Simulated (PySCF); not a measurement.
**Partial charges of `N[PH2+]c1ccccc1`**

Species: C6H9NP (charge +1).
Cartesian coordinates in Å at the GFN2-xTB level; atoms count from 1:
```
atom  x, y, z in Å
N1     2.7668    0.7763   -0.0409
P2     1.8880   -0.5509   -0.4147
C3     0.1577   -0.2426   -0.1077
C4    -0.6696   -1.2963    0.2854
C5    -2.0162   -1.0566    0.4872
C6    -2.5332    0.2172    0.2979
C7    -1.7074    1.2621   -0.0935
C8    -0.3592    1.0397   -0.3030
H9     2.6055    1.2122    0.8619
H10    3.7445    0.8057   -0.3115
H11    2.2589   -1.7184    0.2371
H12    2.1923   -0.7797   -1.7390
H13   -0.2599   -2.2856    0.4337
H14   -2.6637   -1.8631    0.7926
H15   -3.5853    0.3960    0.4563
H16   -2.1156    2.2503   -0.2379
H17    0.2893    1.8457   -0.6138
```

Density: PBE0/pcSseg-1 (PySCF); schemes: Mulliken, IAO, Hirshfeld and ESP-fitted. One conformer (not necessarily the lowest) at the GFN2-xTB geometry, without solvent, vibrations or thermal averaging.

Problem. Give the atomic charges in each scheme.

Solution. In e:

| atom | environment | Mulliken | IAO | Hirshfeld | ESP-fitted |
| --- | --- | --- | --- | --- | --- |
| N1 | nitrogen bonded to P and 2 H | -0.542 | -0.774 | -0.198 | -0.836 |
| P2 | phosphorus bonded to C, N and 2 H | +0.799 | +1.119 | +0.508 | +0.639 |
| C3 | substituted aromatic carbon | -0.541 | -0.277 | -0.058 | -0.092 |
| C4 | aromatic CH carbon | +0.017 | -0.130 | -0.025 | -0.189 |
| C5 | aromatic CH carbon | -0.057 | -0.126 | -0.013 | -0.065 |
| C6 | aromatic CH carbon | -0.032 | -0.098 | +0.006 | -0.066 |
| C7 | aromatic CH carbon | -0.054 | -0.124 | -0.013 | -0.143 |
| C8 | aromatic CH carbon | +0.018 | -0.131 | -0.026 | -0.061 |
| H9 | N–H hydrogen | +0.254 | +0.311 | +0.166 | +0.412 |
| H10 | N–H hydrogen | +0.256 | +0.313 | +0.172 | +0.425 |
| H11 | P–H hydrogen | +0.115 | -0.007 | +0.052 | +0.062 |
| H12 | P–H hydrogen | +0.139 | +0.022 | +0.062 | +0.093 |
| H13 | aromatic hydrogen | +0.113 | +0.168 | +0.066 | +0.172 |
| H14 | aromatic hydrogen | +0.133 | +0.186 | +0.078 | +0.163 |
| H15 | aromatic hydrogen | +0.136 | +0.188 | +0.081 | +0.165 |
| H16 | aromatic hydrogen | +0.134 | +0.186 | +0.078 | +0.180 |
| H17 | aromatic hydrogen | +0.114 | +0.175 | +0.062 | +0.142 |

Mean size of the charges over all atoms: IAO 0.255 e, ESP-fitted 0.230 e, Mulliken 0.203 e, Hirshfeld 0.098 e. Each set sums to the total charge, 1, to within 0.001 e. The ESP scheme fits charges at the nuclei, held to the total charge, to the electrostatic potential on points at 1.4 to 2.0 times the van der Waals radii.

Lowest charge. All schemes agree: Mulliken N1 (-0.542); IAO N1 (-0.774); Hirshfeld N1 (-0.198); ESP-fitted N1 (-0.836).

Highest charge. All schemes agree: Mulliken P2 (+0.799); IAO P2 (+1.119); Hirshfeld P2 (+0.508); ESP-fitted P2 (+0.639).

Problem. How many electrons does the ESP-fitted scheme count on C3?

Solution. Z − q = 6 − (-0.092) = 6.092.

Problem. How closely do the schemes follow one another over all atoms?

Solution. Correlation coefficient and root-mean-square difference: IAO with Hirshfeld 0.98, 0.232 e; Mulliken with IAO 0.94, 0.140 e; IAO with ESP-fitted 0.93, 0.137 e; Mulliken with Hirshfeld 0.92, 0.169 e; Hirshfeld with ESP-fitted 0.89, 0.195 e; Mulliken with ESP-fitted 0.86, 0.160 e.

Problem. Sum the charges by element, for elements with more than one atom.

Solution. 
| element | atoms | Mulliken | IAO | Hirshfeld | ESP-fitted |
| --- | --- | --- | --- | --- | --- |
| C | 6 | -0.650 | -0.886 | -0.128 | -0.616 |
| H | 9 | +1.393 | +1.541 | +0.819 | +1.813 |
